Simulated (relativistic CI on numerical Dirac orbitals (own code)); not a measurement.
Calculated at this level of theory: Dirac-Coulomb-Breit CI, separate exchange-only KLI orbitals for each configuration, QED by a radiative potential, unscaled Slater integrals (own radial code, finite nucleus).

Configuration list (outside the closed core [Ar] 3d10): 4s2 4p6 4d3, 4s2 4p5 4d4, 4s2 4p6 4d2 4f, 4s2 4p6 4d2 5s, 4s 4p6 4d4, 4s2 4p5 4d3 4f, 4s2 4p6 4d2 5p, 4s2 4p6 4d 4f 5s, 4s2 4p6 4d2 5d, 4s 4p6 4d3 4f, 4s2 4p6 4d 5s 5p, 4s2 4p6 4d2 6s, 4s2 4p5 4d3 5s, 4s2 4p6 4d2 5f, 4s2 4p6 4d2 6p, 4s2 4p6 4d2 5g, 4s2 4p5 4d3 5p, 4s2 4p6 4d2 6d, 4s2 4p6 4d2 7s, 4s2 4p6 4d2 6f, 4s2 4p6 4d2 7p, 4s 4p6 4d3 5s, 4s2 4p6 4d 4f2, 4s2 4p6 4f3, 4s2 4p6 4f2 5s, 4s2 4p5 4d 4f3, 4s2 4p6 4f2 5p, 4s2 4p6 4d 5s2, 4s2 4p6 4f 5s2, 4s2 4p5 4d 4f 5s2, 4s2 4p6 5s2 5p, 4s2 4p6 4d 5p2, 4s2 4p6 4f 5p2, 4s2 4p6 5s 5p2, 4s2 4p5 4d 4f 5p2, 4s2 4p6 5p3. Double excitations out of closed p, d and f shells are left out; levels of such configurations are missing from the list, as are those of other unlisted configurations, and high levels can miss mixing partners. These lack a partner that the ground configuration has and come out too high: 4s2 4p6 4d2 5d, 4s 4p6 4d3 4f, 4s2 4p6 4d2 6s, 4s2 4p5 4d3 5s, 4s2 4p6 4d2 5f.

At this charge energies of transitions that change n are usually good to better than 1 %, and those within a shell (Δn = 0) to a few per cent. Terms inside the open d or f shell come out 10 to 20 % too wide with unscaled integrals. Levels and lines within the n = 5 or 6 shells can be off by up to 10 % or somewhat more, and those that change n by about 2 %, since core polarisation is missing.

Outline of the computed level scheme of Sb XIII. Lowest level of each configuration: 4s2 4p6 4d3 4F_3/2 at 0.0000 eV; 4s2 4p5 4d4 6D°_7/2 at 69.1152 eV.

Some strong electric-dipole decays among the lowest 45 levels: 4s2 4p5 4d4 4G°_5/2 → 4s2 4p6 4d3 4F_3/2 (2.8e+09 s⁻¹); 4s2 4p5 4d4 4G°_7/2 → 4s2 4p6 4d3 4F_5/2 (2.4e+09 s⁻¹); 4s2 4p5 4d4 4F°_5/2 → 4s2 4p6 4d3 4F_3/2 (2.3e+09 s⁻¹); 4s2 4p5 4d4 4G°_9/2 → 4s2 4p6 4d3 4F_7/2 (1.9e+09 s⁻¹); 4s2 4p5 4d4 4G°_11/2 → 4s2 4p6 4d3 4F_9/2 (1.0e+09 s⁻¹); 4s2 4p5 4d4 2G°_7/2 → 4s2 4p6 4d3 4F_5/2 (7.6e+08 s⁻¹).

LS names give the leading component of a level, which can be under half, so a name can repeat, a term be missing and a line seem to break the LS rules.
